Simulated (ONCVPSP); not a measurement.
**What one change does to a pseudopotential (barium, ONCV)**

- Element: barium (Ba)
- Generator: ONCVPSP 4.0.1
- Type: optimised norm-conserving Vanderbilt (ONCV)
- Functional: PBEsol
- Relativity: fully relativistic
- Frozen core: [Kr] 4d10
- Valence charge: 10
- Reference configuration: 5s2 5p6 6s2
- Partial waves: 5s+6s: rc 3.15 bohr, ncon 5, nbas 9, qcut 3.4 1/bohr, 3 projectors, debl 1.4 Ha; 5p: rc 1.80 bohr, ncon 4, nbas 8, qcut 5 1/bohr, 2 projectors, debl 2.6 Ha; d scattering state at 0.19 Ha: rc 2.95 bohr, ncon 4, nbas 8, qcut 3.5 1/bohr, 2 projectors, debl 1.2 Ha
- Local potential: polynomial inside 1.25 bohr (lpopt 5, dvloc0 -1 Ha)
- Core correction: Teter function, fcfact 5.5, rcfact 1.55

Open shells are filled in proportion to 2j + 1.

In the d channel the program set the typed energies aside and used 0.050, 1.250 Ha (j = l + 1/2; the other j can differ).

Change: d: debl 2.65. In the d channel the program set the typed energies aside and used 0.050, 2.700 Ha (j = l + 1/2; the other j can differ).

Cutoffs: the cutoffs (Ha) at which the residual kinetic energy of the hardest occupied pseudo-wave falls to 1 and 0.1 mHa per electron; they do not see the model core or the augmentation charge, which bear on the density cutoff. Errors are all-electron minus pseudo energies relative to the spin-unpolarised reference configuration.

Question: Predict the effect on cutoff, ghosts and configuration errors.

Answer: The potential gets neither clearly harder nor softer (12 Ha and 50 Ha → 12 Ha and 50 Ha); both files keep a bound ghost (s); the errors of the 3 common tests hardly move.

| quantity | base | changed |
| --- | --- | --- |
| cutoff, loose | 12 Ha | 12 Ha |
| cutoff, tight | 50 Ha | 50 Ha |
| bound ghosts | s | s |
| GHOST(+) flags under 300 eV | p3/2 at 74.2 eV, p1/2 at 93.4 eV | p3/2 at 74.2 eV, p1/2 at 93.4 eV, d5/2 at 149.0 eV |
| tests counted (converged, no solver errors) | 3 of 4 | 3 of 4 |
| error for 5s2 5p6 6s1, meV [ΔE 5.38 eV] | -0.7 | -0.7 |
| error for 5s2 5p6 6s1.5, meV [ΔE 2.15 eV] | -0.1 | -0.1 |
| error for 5s2 5p6 6s1 6p1, meV [ΔE 2.04 eV] | -0.3 | -0.3 |
| s: phases at 3.20 bohr within 0.05 rad from the reference energy up to (Ha; the scan ends near 5) | to the end of the scan | to the end of the scan |
| p3/2: phases at 1.82 bohr within 0.05 rad from the reference energy up to (Ha; the scan ends near 5) | 2.7 | 2.7 |
| p1/2: phases at 1.82 bohr within 0.05 rad from the reference energy up to (Ha; the scan ends near 5) | 3.3 | 3.3 |
| d5/2: phases at 3.00 bohr within 0.05 rad from the reference energy up to (Ha; the scan ends near 5) | 3.8 | 4.5 |
| d3/2: phases at 3.00 bohr within 0.05 rad from the reference energy up to (Ha; the scan ends near 5) | 3.9 | 4.6 |
| rms error of d²Exc/dni dnj with the model core, mHa | 0.98 | 0.98 |

Base: Tests not counted: 5s2 5p6 6s0 (solver warning, printed error -6.9 meV). Changed file: Tests not counted: 5s2 5p6 6s0 (solver warning, printed error -6.9 meV). A true bound ghost makes a file unfit for plane-wave use even where its test errors are small: the radial tests pick states by their node count and pass the ghost by.
